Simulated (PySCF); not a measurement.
Species: `C1O[Si@H](O)OC[C@@H]1Cl`. The columns A, B, C and D hold Mulliken, IAO, Hirshfeld and ESP-fitted charges (e) of one PBE0/pcSseg-1 density (PySCF), in a shuffled order. Coordinates in Å (GFN2-xTB); the density's dipole moment is (-2.51, -0.05, -1.35) D.

| atom | x | y | z | A | B | C | D |
| --- | --- | --- | --- | --- | --- | --- | --- |
| O1 | 2.763 | 0.327 | 0.956 | -0.297 | -0.737 | -0.526 | -0.778 |
| Si2 | 1.542 | 0.494 | -0.070 | +0.492 | +1.051 | +1.139 | +1.487 |
| O3 | 0.962 | -0.962 | -0.540 | -0.236 | -0.487 | -0.617 | -0.650 |
| C4 | -0.380 | -1.135 | -0.864 | 0.000 | +0.040 | +0.159 | -0.050 |
| C5 | -1.325 | -0.442 | 0.115 | -0.002 | -0.268 | -0.361 | -0.131 |
| Cl6 | -1.167 | -1.214 | 1.716 | -0.062 | -0.100 | -0.106 | -0.112 |
| C7 | -1.020 | 1.048 | 0.253 | 0.000 | +0.046 | +0.159 | -0.050 |
| O8 | 0.298 | 1.302 | 0.619 | -0.236 | -0.483 | -0.617 | -0.650 |
| H9 | 2.650 | -0.132 | 1.787 | +0.187 | +0.470 | +0.255 | +0.374 |
| H10 | 2.090 | 1.229 | -1.193 | -0.082 | -0.144 | -0.157 | -0.186 |
| H11 | -0.576 | -0.735 | -1.869 | +0.044 | +0.095 | +0.115 | +0.129 |
| H12 | -0.577 | -2.212 | -0.872 | +0.047 | +0.125 | +0.139 | +0.161 |
| H13 | -2.360 | -0.582 | -0.204 | +0.056 | +0.178 | +0.166 | +0.167 |
| H14 | -1.663 | 1.489 | 1.023 | +0.047 | +0.120 | +0.139 | +0.161 |
| H15 | -1.242 | 1.532 | -0.708 | +0.044 | +0.095 | +0.115 | +0.129 |

Problem. Which column most likely holds the ESP-fitted charges?

Solution. B. Σ q r misses the density's dipole by 0.11 D (B), 1.37 D (A), 1.48 D (D), 1.86 D (C). Charges fitted to the outside potential are the only set here that is tied to the molecule's multipoles.

Problem. And the Hirshfeld charges?

Solution. A. The mean sizes are 0.122 e (A), 0.296 e (B), 0.318 e (C), 0.348 e (D), and Hirshfeld charges are commonly the smallest of these schemes.

As computed, A = Hirshfeld, B = ESP-fitted, C = Mulliken, D = IAO. Hydrogens on carbon: Hirshfeld +0.04 to +0.06, ESP-fitted +0.09 to +0.18, Mulliken +0.11 to +0.17, IAO +0.13 to +0.17 e.

The IAO scheme projects the occupied orbitals on a minimal set of polarised atomic orbitals and counts the electrons in each atom's part of it. The ESP scheme is a least-squares fit of atom-centred charges to the potential on four shells outside the van der Waals surface, with the total charge fixed.

One conformer (not necessarily the lowest) at the GFN2-xTB geometry, without solvent, vibrations or thermal averaging.
